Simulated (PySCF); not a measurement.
PySCF 2.14 output of an unrestricted r2SCAN calculation on a single atom or ion in aug-cc-pVQZ-DK, with the spin-free X2C one-electron Hamiltonian (Gaussian nucleus):

```
SCF conv_tol = 1e-09
number electrons alpha = 7  beta = 6
    J. W. Furness, A. D. Kaplan, J. Ning, J. P. Perdew, and J. Sun.,  J. Phys. Chem. Lett. 11, 8208-8215 (2020)
    J. W. Furness, A. D. Kaplan, J. Ning, J. P. Perdew, and J. Sun.,  J. Phys. Chem. Lett. 11, 9248-9248 (2020)
    J. W. Furness, A. D. Kaplan, J. Ning, J. P. Perdew, and J. Sun.,  J. Phys. Chem. Lett. 11, 8208-8215 (2020)
    J. W. Furness, A. D. Kaplan, J. Ning, J. P. Perdew, and J. Sun.,  J. Phys. Chem. Lett. 11, 9248-9248 (2020)
cycle= 1 E= -340.470955300945  delta_E= -0.006  |g|= 0.0216  |ddm|= 0.365
cycle= 2 E= -340.4710960018  delta_E= -0.000141  |g|= 0.0048  |ddm|= 0.177
cycle= 3 E= -340.471103749101  delta_E= -7.75e-06  |g|= 0.000999  |ddm|= 0.0328
cycle= 4 E= -340.47110457451  delta_E= -8.25e-07  |g|= 0.000117  |ddm|= 0.00482
cycle= 5 E= -340.471104584923  delta_E= -1.04e-08  |g|= 1.23e-05  |ddm|= 0.000487
cycle= 6 E= -340.471104584996  delta_E= -7.3e-11  |g|= 4.1e-07  |ddm|= 4.11e-05
converged SCF energy = -340.471104584996  <S^2> = 0.75240619  2S+1 = 2.0024047
```

The run itself started from symmetry-adapted Hartree-Fock orbitals and held the occupation by maximum overlap, on a logarithmic radial grid, so the iterations belong to that start.

Task: Which element, charge and spin multiplicity is this?

Result: P²⁺ (phosphorus, charge +2), multiplicity 2; the state was [Ne] 3s2 3d1, 2D determinant (an excited configuration).

The outer electron is Rydberg-like, and this basis confines it to a smaller radius and binds it less than a complete one would.
